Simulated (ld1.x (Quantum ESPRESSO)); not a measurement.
# Al (Z = 13), TM: configuration errors across variants

```json
{"Element": "Al (Z = 13)", "Generator": "ld1.x (Quantum ESPRESSO) 7.5", "Type": "norm-conserving Troullier–Martins (Kleinman–Bylander form)", "Functional": "revPBE", "Relativity": "scalar-relativistic", "Frozen core": "[Ne]", "Valence charge": "3", "Reference configuration": "3s2 3p1", "Partial waves": "3s (bound): rc 1.55 bohr; 3p (bound): rc 1.80 bohr", "Local potential": "all-electron potential smoothed inside 1.25 bohr (lloc = -1)", "Core correction": "a·sin(br)/r model core inside 1.45 bohr"}
```

All-electron excitation energies from the reference (eV): (1) 3s2 3p0 5.748; (2) 3s1 3p0 24.899; (3) 3s2 3p0.5 2.079; (4) 3s1 3p2 5.114; (5) 3s2 3p1.3 -0.570; (6) 3s1 3p1 11.531; (7) 3s0 3p3 10.382.

A true bound ghost makes a file unfit for plane-wave use even where its test errors are small: the radial tests pick states by their node count and pass the ghost by.

Errors AE − PS in meV (a dash: test not solved or not reliable):

```tsv
change	(1)	(2)	(3)	(4)	(5)	(6)	(7)	bound ghosts
base	+3.1	+45	+0.5	+2.7	+0.1	+12	+13	none
local potential all-electron potential smoothed inside 0.94 bohr (lloc = -1)	-3.0	-7.0	-0.3	+0.6	0.0	+2.6	+14	s
local potential all-electron potential smoothed inside 1.12 bohr (lloc = -1)	+6.7	+99	+0.9	+4.2	+0.1	+21	+13	none
local potential all-electron potential smoothed inside 1.36 bohr (lloc = -1)	+3.5	+49	+0.5	+2.9	+0.1	+13	+13	none
local potential all-electron potential smoothed inside 1.62 bohr (lloc = -1)	+2.1	+33	+0.3	+2.1	+0.1	+9.6	+11	none
local potential all-electron potential smoothed inside 1.78 bohr (lloc = -1)	+1.9	+32	+0.3	+2.0	+0.1	+9.2	+11	none
local potential all-electron potential smoothed inside 2.02 bohr (lloc = -1)	+2.0	+33	+0.3	+2.1	+0.1	+9.4	+11	none
```

Question: Give the same row for: local potential all-electron potential smoothed inside 0.78 bohr (lloc = -1).

Answer: 0.0, +14, +0.1, +1.9, +0.1, +8.1, +15; bound ghosts: s.
